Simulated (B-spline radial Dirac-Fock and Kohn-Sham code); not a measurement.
# Form factor and incoherent scattering function of La²⁹⁺

System: La²⁹⁺, configuration [Ar] 3d10.

The computed values come from a radial atomic solver: Dirac-Fock orbitals of the configuration average with a finite nucleus. f₀ is the Fourier transform of the spherical electron density, S the Waller-Hartree incoherent function, and s = sin θ/λ.

```
s (Å⁻¹)      f₀       S
      0  28.000   0.000
    0.1  27.887   0.094
   0.12  27.837   0.136
   0.15  27.746   0.211
   0.18  27.636   0.303
   0.22  27.458   0.450
   0.26  27.247   0.625
   0.32  26.870   0.935
   0.39  26.344   1.365
   0.47  25.640   1.937
   0.57  24.625   2.752
   0.69  23.247   3.841
   0.84  21.360   5.308
   1.02  18.991   7.116
   1.23  16.281   9.163
    1.5  13.164  11.551
   1.82  10.255  13.948
   2.21   7.872  16.290
   2.68   6.244  18.474
   3.25   5.191  20.486
   3.94   4.332  22.295
   4.78   3.419  23.848
    5.8   2.516  25.057
```

f₀ starts at the number of electrons, 28, and has fallen to half at s ≈ 1.43 Å⁻¹. The sum of ⟨r²⟩ over the electrons is 1.540 bohr².
